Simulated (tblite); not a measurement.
A structure optimised at GFN2-xTB (Å):
```
atom  x, y, z in Å
C1     3.035    0.235    0.553
C2     1.954   -0.785    0.203
N3     1.213   -0.447   -0.991
Si4   -0.091    0.677   -1.036
C5    -1.365    0.159    0.285
C6    -1.838   -1.279    0.084
C7    -2.560    1.107    0.280
H8     3.751    0.322   -0.263
H9     2.583    1.210    0.720
H10    3.566   -0.067    1.452
H11    1.244   -0.859    1.028
H12    2.415   -1.771    0.064
H13    1.817   -0.455   -1.799
H14   -0.622    0.539   -2.394
H15    0.254    2.091   -0.787
H16   -0.904    0.221    1.278
H17   -0.995   -1.966    0.071
H18   -2.366   -1.373   -0.863
H19   -2.516   -1.579    0.883
H20   -3.062    1.080   -0.684
H21   -3.281    0.828    1.048
H22   -2.243    2.131    0.467
```

Neutral, closed shell.

(1) Which heavy atoms are bonded, and with what formal order?

(2) Give the structure as a SMILES string.

(3) Name the point group.

(4) Describe the place of each heavy atom.

(5) What is the arrangement about Si4?

(6) What is the arrangement about C2?

Results:

(1) C1–C2 1.53 Å (single); C2–N3 1.45 Å (single); N3–Si4 1.72 Å (single); Si4–C5 1.91 Å (single); C5–C6 1.53 Å (single); C5–C7 1.53 Å (single). Bonds to hydrogen (Å): C1–H8 1.09; C1–H9 1.09; C1–H10 1.09; C2–H11 1.09; C2–H12 1.10; N3–H13 1.01; Si4–H14 1.46; Si4–H15 1.48; C5–H16 1.10; C6–H17 1.09; C6–H18 1.09; C6–H19 1.09; C7–H20 1.09; C7–H21 1.09; C7–H22 1.09.

(2) `CCN[SiH2]C(C)C`, C5H15NSi. Among its features: Si–H bond and C–Si bond.

(3) C1 (no symmetry element, even within 0.4 Å).

(4) C1: methyl carbon; C2: sp3 carbon bound to nitrogen; N3: silicon-bound nitrogen; Si4: SiH2 silicon; C5: sp3 carbon bound to silicon; C6/C7: methyl carbon.

(5) It has 4 neighbours (N3, C5, H14, H15) and is distorted tetrahedral (angles from 103.7° to 116.4°).

(6) It has 4 neighbours (C1, N3, H11, H12) and is distorted tetrahedral (angles from 107.9° to 113.3°).

These are computed values.
